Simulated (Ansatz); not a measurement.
Basis sets compared for `C=CCCCCCCCCCO`. Total charge 0; singlet. Geometry r2SCAN-D4/def2-SVP. Ansatz on 4 threads of Arm Neoverse V1 on a shared host; times are rough, and most runs start from earlier orbitals.

```xyz
34

C    -1.915    4.833   -3.319
C    -1.467    4.454   -2.117
C    -1.090    3.057   -1.731
C    -1.966    2.500   -0.599
C    -1.654    1.053   -0.216
C    -0.262    0.831    0.372
C    -0.022   -0.609    0.821
C     1.369   -0.834    1.410
C     1.613   -2.245    1.946
C     1.575   -3.343    0.886
C     1.915   -4.721    1.439
O     1.802   -5.745    0.476
H    -2.186    5.872   -3.530
H    -2.024    4.113   -4.138
H    -1.384    5.208   -1.320
H    -1.157    2.395   -2.613
H    -0.032    3.048   -1.407
H    -3.024    2.575   -0.908
H    -1.864    3.148    0.292
H    -1.784    0.404   -1.103
H    -2.407    0.711    0.518
H    -0.115    1.514    1.231
H     0.512    1.106   -0.368
H    -0.786   -0.891    1.572
H    -0.183   -1.284   -0.039
H     2.132   -0.596    0.644
H     1.530   -0.108    2.228
H     2.596   -2.271    2.452
H     0.866   -2.470    2.731
H     0.580   -3.406    0.413
H     2.287   -3.092    0.075
H     2.926   -4.698    1.903
H     1.208   -4.983    2.244
H     2.409   -5.529   -0.244
```

Binding counts from free atoms (C triplet, O triplet, H doublet) in the same basis, without a counterpoise term.

```csv
level,functions,energy (Eh),HOMO (eV),LUMO (eV),binding per atom (eV),wall time
PBE-D4/def2-SVP,278,-506.5804,-5.79,-0.48,4.35,5.5 s
PBE0-D4/def2-SVP,278,-506.6682,-7.25,0.57,4.30,12 s
```

Estimate the rows for PBE-D4/def2-TZVP (with forces), PBE0-D4/def2-TZVP.


```json
{"level": "PBE-D4/def2-TZVP (with forces)", "functions": "504", "energy (Eh)": "-507.1357", "HOMO (eV)": "-6.11", "LUMO (eV)": "-0.69", "binding per atom (eV)": "4.30", "wall time": "14 s"}
{"level": "PBE0-D4/def2-TZVP", "functions": "504", "energy (Eh)": "-507.2112", "HOMO (eV)": "-7.29", "LUMO (eV)": "0.35", "binding per atom (eV)": "4.25", "wall time": "25 s"}
```
